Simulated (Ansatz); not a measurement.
One change: `[O]=[V]([OH])([OH])[OH]` becomes `[O]=[Nb]([OH])([OH])[OH]`.

Ansatz, PBE0-D4/def2-TZVP geometries, multiplicity 1. Each molecule was computed in one conformer, which needn't be the lowest.

Elements past krypton have def2 core potentials. Scalar relativity is left out up to krypton.

| property | `[O]=[V]([OH])([OH])[OH]` |
| --- | --- |
| ideal-gas entropy at 298 K and 1 bar (rigid rotor, harmonic PBE0-D4/def2-TZVP) / J/(mol·K) | 327 |
| HOMO–LUMO gap (B3LYP/def2-TZVPP) / eV | 6.32 |
| HOMO energy (B3LYP/def2-TZVPP) / eV | -8.91 |
| HOMO energy (PBE/def2-TZVPP) / eV | -7.50 |
| size of the dipole moment (PBE/def2-TZVPP) / D | 1.56 |
| zero-point energy (PBE0-D4/def2-TZVP) / kJ/mol | 116.6 |

(1) What does the change do to each property? (An estimate is asked.)

Results:

(1) The calculation gave: 
```csv
property,`[O]=[Nb]([OH])([OH])[OH]`,shift
"ideal-gas entropy at 298 K and 1 bar (rigid rotor, harmonic PBE0-D4/def2-TZVP) / J/(mol·K)",344,17
HOMO–LUMO gap (B3LYP/def2-TZVPP) / eV,8.09,1.77
HOMO energy (B3LYP/def2-TZVPP) / eV,-9.05,-0.14
HOMO energy (PBE/def2-TZVPP) / eV,-7.61,-0.11
size of the dipole moment (PBE/def2-TZVPP) / D,0.44,-1.12
zero-point energy (PBE0-D4/def2-TZVP) / kJ/mol,111.7,-4.9
```

With PBE0 the HOMO falls by 0.16 eV and the LUMO rises by 1.59 eV, so the gap widens by about 1.75 eV. PBE moves the HOMO by -0.11 eV and ωB97M-V by -0.20 eV. Dipoles are sizes alone; their direction can turn.

B3LYP here is the variant with VWN-RPA as its local correlation; programs differ in this.
